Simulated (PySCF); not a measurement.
Frontier levels across methods

Species: CH3NOSi.
Atom-mapped SMILES: `[N:1]#[C:2][SiH2:3][OH:4]` (hydrogens: H5, H6 on Si3; H7 on O4)

Geometry (PBE0-D3(BJ)/def2-SVP, Å), atoms numbered from 1 in this order:
```xyz
7
CH3NOSi angstrom
N      2.521   -0.692    0.141
C      1.450   -0.261    0.031
Si    -0.287    0.407   -0.116
O     -1.340   -0.828   -0.416
H     -0.327    1.317   -1.282
H     -0.548    1.113    1.168
H     -1.391   -1.554    0.214
```

Basis pcSseg-2 throughout (PySCF), one geometry. One conformer (not necessarily the lowest) at the PBE0-D3(BJ)/def2-SVP geometry, without solvent, vibrations or thermal averaging.

Q: How do the orbital energies, the gap and the dipole change with the method?

A: 
```tsv
method	kind	HOMO (eV)	LUMO (eV)	gap (eV)	μ (D)	SCF cycles
BLYP	GGA	-8.07	-2.08	5.99	3.08	15
OPBE	GGA	-8.10	-2.04	6.07	3.04	16
PBE	GGA	-8.15	-2.20	5.95	3.07	15
B97-D	GGA	-8.18	-2.06	6.12	3.07	15
KT2	GGA	-8.24	-2.25	5.99	3.05	16
BP86	GGA	-8.26	-2.25	6.02	3.08	15
KT3	GGA	-8.27	-2.19	6.09	3.04	16
LDA	LDA	-8.27	-2.45	5.82	3.14	15
B97-2	global hybrid	-9.39	-1.28	8.11	3.10	13
B3LYP	global hybrid	-9.43	-1.51	7.92	3.12	13
PBE0	global hybrid	-9.65	-1.27	8.38	3.11	14
mPW1PW91	global hybrid	-9.69	-1.27	8.41	3.11	14
BHandHLYP	global hybrid	-10.95	-0.37	10.59	3.18	13
CAM-B3LYP	range-separated hybrid	-11.09	-0.27	10.82	3.16	14
wB97X-D	range-separated hybrid	-11.56	0.53	12.10	3.12	14
LC-wPBE	range-separated hybrid	-12.49	0.93	13.41	3.16	13
HF	Hartree–Fock	-12.88	1.83	14.71	3.26	12
```

The HOMO spans 4.81 eV, from BLYP down to HF, and the gap runs from 5.82 eV (LDA) to 14.71 eV (HF). Over the methods BLYP (0 %), OPBE (0 %), PBE (0 %), B97-D (0 %), KT2 (0 %), BP86 (0 %), KT3 (0 %), LDA (0 %), B97-2 (21 %), B3LYP (20 %), PBE0 (25 %), mPW1PW91 (25 %), BHandHLYP (50 %), HF (100 %), a straight line through the gap against the share of exact exchange rises by 0.88 eV for each 10 % (correlation coefficient 0.999). The dipole ranges from 3.04 D (KT3) to 3.26 D (HF). This basis has no diffuse functions.
